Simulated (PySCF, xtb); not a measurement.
Ga(H)(SeH)2 (GaH₃Se₂), SMILES [SeH][GaH][SeH]. One conformer was computed; it need not be the lowest.

Harmonic wavenumbers (cm⁻¹) from GFN2-xTB run with xtb at its own minimum, in rising order: 66, 111, 124, 217, 278, 321, 405, 516, 580, 1548, 1977, 1993.

Task: What does PySCF with PBE-D3(BJ)/def2-SVP give at its own minimum? (An estimate is asked for; the answer gives what the named calculation found.)

Result: 83, 216, 218, 243, 316, 452, 482, 618, 653, 1940, 2360, 2361. Paired by order, the mean absolute difference is 150 cm⁻¹ and the zero-point energies are 11.6 and 14.2 kcal/mol.
